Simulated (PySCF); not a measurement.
**Computed properties of Ta(O)(OH)2(NH2) (H4NO3Ta), SMILES [NH2][Ta](=[O])([OH])[OH], multiplicity 1**

Ta(O)(OH)2(NH2) (H₄NO₃Ta), SMILES [NH2][Ta](=[O])([OH])[OH], multiplicity 1. Geometry: B3LYP-D3(BJ)/def2-SVP. The spin state was assumed, not searched. The structure was generated by enumeration; whether it is a known compound was not checked. The def2 effective core potentials stand for the cores of Ta; spin–orbit coupling is left out. Other conformers were not sampled. All values are computed for the isolated molecule unless a solvent is named; none is compared with measurement here.

**Structure.** The optimised structure has Cs symmetry. All 21 harmonic modes at B3LYP-D3(BJ)/def2-SVP (PySCF) are real, so it is a minimum. With heavy atoms numbered as in [Ta:1](=[O:2])([OH:3])([OH:5])[NH2:7], the shortest bond between them is Ta1–O2 at 1.735 Å and the longest Ta1–N7 at 1.992 Å.

**Vibrations.** The strongest infrared lines (harmonic, unscaled, degenerate partners summed) lie at 3901 cm⁻¹ (329 km/mol, H 94 %), 460 cm⁻¹ (274 km/mol, H 75 %, O 15 %, N 10 %), 465 cm⁻¹ (238 km/mol, H 78 %, O 21 %). The softest mode is at 177 cm⁻¹ and the zero-point energy is 33.6 kcal/mol.

**Electronic structure.** HF/def2-TZVP (PySCF) places the frontier levels at -11.41 and 2.12 eV, a gap of 13.53 eV, and gives a dipole moment of 2.11 D and a mean polarisability of 47.9 bohr³. PBE/def2-TZVP (PySCF) at the same geometry gives -6.34 and -1.14 eV, so its gap is 8.33 eV narrower. An orbital gap is neither the optical nor the fundamental gap.

**Excitations.** TDA-M06-2X/def2-SVPD (PySCF) has S1 at 6.22 eV (199 nm, f = 0.018, weak); the most intense of the 10 singlets computed lies at 7.29 eV (f = 0.09). T1 (TDA) is at 5.91 eV, 0.31 eV under S1. TDA-PBE/def2-SVPD (PySCF) puts S1 at 5.17 eV. No vertical singlet excitation falls in the visible range (under 3.1 eV).
